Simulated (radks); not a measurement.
The numbers below are computed, except where a source is named.
Task: Lu III, configuration [Xe] 4f13.5 6s1 6p0.5 (fractional occupations, a model configuration). Level of theory: Dirac Kohn-Sham, LDA (Slater exchange, Perdew-Wang correlation), spin-unpolarised, spherical densities, finite nucleus; open shells fill j = l - 1/2 first; Fermi nuclear charge, rms radius 5.37 fm (a radial shooting solver on a logarithmic mesh with Libxc functionals). Some entries of the table are withheld. Estimate them.

orbital,occ.,eigenvalue (hartree),<1/r> (bohr^-1),<r> (bohr)
1s1/2,2,-2319.322,82.11,0.01934
2s1/2,2,-395.3482,19.87,0.08130
2p1/2,2,-377.5849,19.85,0.06743
2p3/2,4,-336.5658,16.95,0.07504
3s1/2,2,-90.25296,7.283,0.2124
3p1/2,2,(1),7.204,0.2021
3p3/2,4,(2),6.458,0.2164
3d3/2,4,-60.14055,6.351,0.1899
3d5/2,6,-58.22933,6.172,0.1943
4s1/2,2,-18.64008,3.056,0.4780
4p1/2,2,-15.42389,2.947,0.4848
4p3/2,4,-13.42307,2.686,0.5177
4d3/2,4,(3),2.466,0.5403
4d5/2,6,(4),2.402,0.5519
5s1/2,2,(5),1.158,1.158
5p1/2,2,-2.13021,1.030,1.287
5p3/2,4,-1.85992,0.9400,1.390
4f5/2,6,-1.24138,1.873,0.6949
4f7/2,7.5,-1.18369,1.843,0.7078
6s1/2,1,-0.70768,0.4315,2.951
6p1/2,0.5,(6),0.3647,3.474
6p3/2,0,(7),0.3435,3.681

Result: 
(1) 3p1/2 eigenvalue (hartree): -82.36046
(2) 3p3/2 eigenvalue (hartree): -73.61457
(3) 4d3/2 eigenvalue (hartree): -8.11741
(4) 4d5/2 eigenvalue (hartree): -7.75156
(5) 5s1/2 eigenvalue (hartree): -3.04084
(6) 6p1/2 eigenvalue (hartree): -0.52033
(7) 6p3/2 eigenvalue (hartree): -0.48478
